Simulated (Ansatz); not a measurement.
Cost and result for the atomization energy of CH₉AlBNSi (`N[SiH2]B[CH2][AlH2]`) (14 atoms, 13 bonds).

Cartesian coordinates in Å:
```
N 2.429 -0.013 0.732
Si 1.138 -0.218 -0.354
B -0.260 1.214 -0.503
C -1.521 0.669 -1.055
Al -1.450 -0.612 0.606
H 2.314 0.557 1.554
H 3.160 -0.696 0.843
H 1.639 -0.896 -1.577
H 0.165 -1.400 0.131
H -0.176 2.274 0.047
H -2.433 1.258 -1.138
H -1.532 -0.195 -1.729
H -2.414 -1.850 0.384
H -1.059 -0.092 2.057
```

Total charge 0; spin multiplicity 1. The structure was optimised at the PBE0-D4/def2-TZVP level. It is one conformer, not always the lowest. Program: Ansatz. All runs use 4 threads of an Arm Neoverse V1 on a shared host. Times are those of one run each, without the atoms' runs, and a repeat can differ threefold. Electronic energies, without spin–orbit coupling; frozen cores. CCSD(T)/CBS adds CCSD(T) − MP2 in def2-TZVPP to the MP2 limit, and its time is that of the two runs behind it. T1 = 0.013. B3LYP takes the VWN-RPA correlation (the form of Gaussian; ORCA's B3LYP/G).

CCSD(T)/CBS is a level of theory with its own doubt, some kJ/mol a heavy atom from the limit and from the frozen cores, so smaller differences don't rank the functionals.

| level | functions | wall time |
| --- | --- | --- |
| PBE-D4/def2-TZVPP (with forces) | 303 | 3.8 s |
| PBE0-D4/def2-TZVPP | 303 | 4.6 s |
| r2SCAN-D4/def2-TZVPP (with forces) | 303 | 7.5 s |
| B3LYP-D4/def2-TZVPP (with forces) | 303 | 8 s |
| B2PLYP/def2-TZVPP | 303 | 8.5 s |
| ωB97X-V/def2-TZVPP | 303 | 12 s |
| ωB97M-V/def2-TZVPP (with forces) | 303 | 18 s |
| MP2/def2-QZVPP | 581 | 36 s |
| CCSD(T)/def2-TZVPP | 303 | 14 min |
| CCSD(T)/CBS(def2) | – | 15 min |

(1) What atomization energy does each give, and how far from CCSD(T)/CBS? (An estimate is asked.)

Answers

(1) Ansatz gave: 
```csv
level,atomization (kcal/mol),difference from CCSD(T)/CBS,per bond
PBE-D4/def2-TZVPP (with forces),1115.6,10.1,0.8
PBE0-D4/def2-TZVPP,1105.2,-0.3,0.0
r2SCAN-D4/def2-TZVPP (with forces),1111.1,5.6,0.4
B3LYP-D4/def2-TZVPP (with forces),1108.4,2.9,0.2
B2PLYP/def2-TZVPP,1092.5,-13.0,-1.0
ωB97X-V/def2-TZVPP,1112.4,6.9,0.5
ωB97M-V/def2-TZVPP (with forces),1111.8,6.3,0.5
MP2/def2-QZVPP,1099.0,-6.5,-0.5
CCSD(T)/def2-TZVPP,1077.2,-28.3,-2.2
CCSD(T)/CBS(def2),1105.5,0.0,0.0
```

From PBE to PBE0 (25 % exact exchange), in def2-TZVPP and without D4, the atomization energy moves by −9.2 kcal/mol: exact exchange takes away binding that semilocal exchange gives to molecules. In def2-TZVPP, CCSD(T) changes the Hartree–Fock value by +256.8 kcal/mol (the triples alone add +13.7 kcal/mol) and MP2 by +261.7 kcal/mol; breaking electron pairs costs correlation energy, which Hartree–Fock lacks. The D4 term adds +12.5 kcal/mol with B3LYP and +6.6 kcal/mol with PBE0; it sums over pairs of atoms, weighted by their polarisabilities, and B3LYP, whose exchange is more repulsive, gets the larger term.
